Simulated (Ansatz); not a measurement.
Species: sum formula AlN2H4F, charge 0, multiplicity 1. 
Structure (B3LYP-D3(BJ)/def2-TZVP (Ansatz, a quantum-chemistry and plane-wave program) minimum search):
SMILES: [NH2][Al]([NH2])[F]
```xyz
8

N     -1.4664    -0.8877     0.3481
Al     0.0003     0.0264     0.0062
N      1.4466    -0.6761    -0.7139
F      0.0207     1.6396     0.3835
H     -1.6014    -1.8685     0.1655
H     -2.2946    -0.4889     0.7597
H      1.5571    -1.6390    -0.9860
H      2.2865    -0.1562    -0.9106
```

Total electronic energies in hartree. Correlated levels leave the core frozen unless marked. Spin-orbit coupling is left out. No relativistic terms. Basis-set limits of correlation are two-point, X^-3; Hartree-Fock from the larger set. [CCSD(T)-MP2]/basis is that difference in the basis named.

| level | program | energy (Eh) |
|---|---|---|
| HF/aug-cc-pV(D+d)Z | Ansatz | -452.78789 |
| HF/cc-pwCVTZ | Ansatz | -452.85204 |
| HF/aug-cc-pV(Q+d)Z | Ansatz | -452.87308 |
| revPBE/def2-TZVPD | Ansatz | -454.32206 |
| r2SCAN-D4/def2-TZVPD | Ansatz + dftd4 | -454.32368 |
| PBE0-D4/def2-TZVPD | Ansatz + dftd4 | -454.11367 |
| PBE0/def2-TZVPD | Ansatz | -454.10994 |
| BHLYP-D4/def2-TZVPD | Ansatz + dftd4 | -454.36054 |
| wB97M-V/def2-TZVPD | Ansatz | -454.36874 |
| B2PLYP-D3(BJ)/def2-TZVPD | Ansatz + dftd3 | -454.20359 |
| MP2/aug-cc-pV(T+d)Z | Ansatz | -453.63578 |
| RI-MP2/aug-cc-pV(Q+d)Z | Ansatz | -453.70397 |
| RI-MP2/cc-pV(T+d)Z | Ansatz | -453.61094 |
| SCS-MP2/6-31G* | Ansatz | -453.25886 |
| SCS-MP2/aug-cc-pV(T+d)Z | Ansatz | -453.62574 |
| SCS-MP2/cc-pVTZ | Ansatz | -453.59510 |
| CCSD/cc-pV(D+d)Z | Ansatz | -453.37634 |
| CCSD/CBS(aug-cc-pV(T+d)Z,aug-cc-pV(Q+d)Z) | Ansatz | -453.7443 |
| CCSD(T)/cc-pV(D+d)Z | Ansatz | -453.38882 |
| CCSD(T)/cc-pV(T+d)Z | Ansatz | -453.65369 |
| CCSD(T)/cc-pVTZ | Ansatz | -453.64829 |
| RI-MP2/CBS(aug-cc-pV(T+d)Z,aug-cc-pV(Q+d)Z)+[CCSD(T)-MP2]/aug-cc-pV(Q+d)Z | Ansatz | -453.7799 |
| CCSD(T)/CBS(aug-cc-pV(T+d)Z,aug-cc-pV(Q+d)Z) | Ansatz | -453.7767 |

Totals of different functionals don't rank their quality; only differences between species are comparable.
